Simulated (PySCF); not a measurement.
Te⁺: ionisation energy

Te⁺ [Kr] 4d10 5s2 5p3 (4S) → Te²⁺ [Kr] 4d10 5s2 5p2 (3P), as a difference of total energies. Calculation: PySCF 2.14, in aug-cc-pwCVDZ-PP with ECP28MDF; a scalar-relativistic core potential. Correlated levels: valence: 4s2 4p6 4d10 frozen. The calculations carry no spin-orbit coupling.

```
           method  ionisation energy (eV)
              UHF                  18.347
    MP2 (valence)                  18.672
SCS-MP2 (valence)                  18.560
   CCSD (valence)                  18.635
CCSD(T) (valence)                  18.643
```

Q: How much does correlation contribute at CCSD(T) (valence)?

A: 18.643 − (18.347) = 0.296 eV, measured against UHF.

The reference lies between the lowest fine-structure levels, while these numbers refer to the centres of the terms.

Errors of the correlated levels include the incompleteness of this basis and the frozen core.

For comparison: 18.6 ± 0.4 eV (measured; NIST Atomic Spectra Database, ionization energies).
